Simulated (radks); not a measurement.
Results of a calculation; reference values are marked as such.
Cr11+, configuration [Ne] 3s2 7d1 (not the ground configuration).

Code: a radial shooting solver on a logarithmic mesh with Libxc functionals. Model: non-relativistic Kohn-Sham, PBE, spin-polarised, spherical densities, point nucleus; open shells are filled with parallel spins first.

Energy parts (Ry):
| part | energy |
|---|---|
| total | -1971.85614 |
| kinetic | 1970.94139 |
| electron-nucleus | -4367.59325 |
| Hartree | 502.48024 |
| exchange-correlation | -77.68452 |

Orbitals (lengths in bohr, moments of r in powers of bohr):
orbital  occ.  eigenvalue (Ry)     <r^2>       <r^4>
1s up       1        -453.6283  0.005522  0.00007788
1s down     1        -453.6284  0.005522  0.00007788
2s up       1        -71.90478    0.1009     0.01756
2s down     1        -71.89911    0.1009     0.01756
2p up       3        -64.84558   0.08103     0.01316
2p down     3        -64.84125   0.08102     0.01315
3s up       1        -24.45572    0.6700      0.6612
3s down     1        -24.44807    0.6701      0.6614
7d up       1         -3.06770     33.66        1478

The highest occupied level is 7d up at -41.738 eV. The density falls to 0.001 e/bohr^3 at r = 3.63 bohr. Summed over all electrons, <r^2> = 35.70 bohr^2, which gives a Langevin (diamagnetic) susceptibility term of -28.3 x 10^-6 cm^3/mol. The electron density at the nucleus is 9393 e/bohr^3.
